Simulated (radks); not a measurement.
Values are calculated unless marked as measured or tabulated.
Species: Ar5+. Configuration: [Ne] 3s2 3p1.

Level of theory: scalar-relativistic Kohn-Sham, PBEsol, spin-polarised, spherical densities, finite nucleus; open shells are filled with parallel spins first; Fermi nuclear charge, rms radius 3.4274 fm (a radial shooting solver on a logarithmic mesh with Libxc functionals).

Energy parts (Ry):
part                       energy
total                 -1040.95967
kinetic                1046.62002
electron-nucleus      -2400.25987
Hartree                 367.76193
exchange-correlation    -55.08175

Orbitals (lengths in bohr, moments of r in powers of bohr):
1s up: occ. 1; eigenvalue (Ry) -235.9082; <1/r> 17.68
1s down: occ. 1; eigenvalue (Ry) -235.8848; <1/r> 17.68
2s up: occ. 1; eigenvalue (Ry) -28.37685; <1/r> 3.565
2s down: occ. 1; eigenvalue (Ry) -28.35371; <1/r> 3.566
2p up: occ. 3; eigenvalue (Ry) -23.50974; <1/r> 3.471
2p down: occ. 3; eigenvalue (Ry) -23.47842; <1/r> 3.471
3s up: occ. 1; eigenvalue (Ry) -7.30400; <1/r> 1.149
3s down: occ. 1; eigenvalue (Ry) -7.14180; <1/r> 1.148
3p up: occ. 1; eigenvalue (Ry) -6.08993; <1/r> 1.065
3p down: occ. 0; eigenvalue (Ry) -5.93225; <1/r> 1.062

The highest occupied level is 3p up at -82.858 eV. The density falls to 0.001 e/bohr^3 at r = 2.59 bohr.
